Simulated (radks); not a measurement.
Q: These are the eigenvalues of the occupied orbitals of an atom or ion with whole-number occupations (eV). All-electron calculation, scalar-relativistic Kohn-Sham, LDA (Slater exchange, Perdew-Wang correlation), spin-polarised, spherical densities, finite nucleus; Fermi nuclear charge, rms radius of each element as measured or else 0.836 A^(1/3) + 0.57 fm. Program: a radial shooting solver on a logarithmic mesh with Libxc functionals.

orbital  eigenvalue
1s        -1273.974
2s         -99.4584
2p         -66.8384

Which element is it, and in what charge state? The configuration may be excited. Open shells, if any, are filled with parallel spins first.

A: Z = 12, magnesium, charge +2: Mg2+ in [Ne]. The list shows which subshells hold electrons but not how many an open one holds; the 1s level, -46.818 hartree, gives Z - s = 9.7 by -(Z - s)^2/2, which with screening and relativity narrows Z to a few neighbours, and the depths of the outer levels then fix element, charge and occupations together.
